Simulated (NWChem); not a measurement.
## Total energies of HO2

SMILES: [O]O
```xyz
3

O      0.5033    -0.3382     0.0000
O     -0.6523     0.2932     0.0000
H      1.1922     0.3603     0.0000
```
Charge 0, spin multiplicity 2.

Everything below was run with NWChem. The geometry was optimised at UB3LYP/def2-SVP, a minimum by its harmonic frequencies.

Basis set: 6-311G** (42 functions).

```tsv
method	total energy (Ha)
UHF	-150.21737
UMP2	-150.58540
UB2PLYP	-150.82905
UPBE	-150.80117
UB3LYP	-150.95029
UTPSS	-150.96998
```

Total energies of different functionals aren't comparable as a measure of quality: only differences taken within one method are. 

The correlated methods keep 2 core orbitals frozen. B3LYP has NWChem's definition, with VWN1-RPA local correlation. The Pople sets run with spherical d functions. The structure started from a generated list of species. The unpaired electrons of the parent sit in orbitals of symmetry a" (Cs labels of the run); other states weren't searched. The stability of the SCF solutions was not checked. Open-shell Hartree-Fock references start from PBE0 orbitals.
